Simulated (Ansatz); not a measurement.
Reaction (formal exchange of groups at the Si–Si bond): `N[SiH2][SiH2]N` + `C=NCF` → `C=NC(F)[SiH2]N` + `N[SiH3]`

Computed with Ansatz on PBE0-D4/def2-TZVP structures; ΔE is electronic, products minus reactants. CCSD(T)/CBS adds triple-zeta CCSD(T) − MP2 to the extrapolated MP2 energy (def2 sets, frozen cores). This one scheme is used for every species. Functionals use def2-TZVPP. B3LYP here is the variant with VWN-RPA as its local correlation; programs differ in this. Each species was taken in one conformer, which may not be the lowest.

`N[SiH2][SiH2]N`:

Cartesian coordinates in Å:
```
N 0.879 1.609 -0.296
Si -0.129 0.991 0.966
Si -0.610 -1.212 0.303
N 0.047 -1.333 -1.292
H 1.609 1.008 -0.648
H 1.183 2.570 -0.279
H 0.462 1.013 2.341
H -1.348 1.846 1.034
H -2.076 -1.494 0.427
H 0.072 -2.226 1.155
H -0.110 -0.562 -1.923
H 0.021 -2.211 -1.787
```

`C=NCF`:

Z-matrix (Å, degrees):
```
C
N 1 1.412
F 1 1.386 2 115.2
H 1 1.094 2 108.7 3 -120.5
H 1 1.094 2 108.7 3 120.5
C 2 1.259 1 120.4 3 -0.1
H 6 1.089 2 118.4 1 -180.0
H 6 1.092 2 123.6 1 -0.0
```

`C=NC(F)[SiH2]N`:

Z-matrix (Å, degrees):
```
C
N 1 1.401
Si 1 1.922 2 108.5
F 1 1.406 2 114.3 3 120.9
H 1 1.097 2 108.6 3 -120.3
C 2 1.262 1 121.6 3 -112.2
N 3 1.709 1 113.6 2 56.5
H 3 1.484 1 106.4 2 175.7
H 3 1.483 1 106.7 2 -64.8
H 6 1.092 2 123.4 1 -2.8
H 6 1.088 2 118.4 1 177.9
H 7 1.006 3 120.3 1 77.3
H 7 1.007 3 120.7 1 -69.9
```

`N[SiH3]`:

Z-matrix (Å, degrees):
```
Si
N 1 1.720
H 1 1.486 2 107.9
H 1 1.494 2 116.0 3 -120.3
H 1 1.486 2 107.9 3 119.4
H 2 1.007 1 119.6 3 -168.6
H 2 1.007 1 119.6 3 49.2
```

(1) Is it downhill or uphill in electronic energy at CCSD(T)/CBS, and by how much? (Estimate.)

(2) What do these levels give: PBE-D4, r2SCAN-D4, PBE0-D4, B3LYP-D4, CCSD(T)/def2-TZVPP, MP2/CBS(def2)? (Best estimate.)

Largest T1 diagnostic among the species: 0.013.

## Answers

(1) Computed: Nearly level: ΔE = +0.2 kcal/mol.

(2) The calculation gave: PBE-D4 2.0, r2SCAN-D4 0.2, PBE0-D4 2.2, B3LYP-D4 0.0, CCSD(T)/def2-TZVPP 0.4, MP2/CBS(def2) -1.2 kcal/mol.
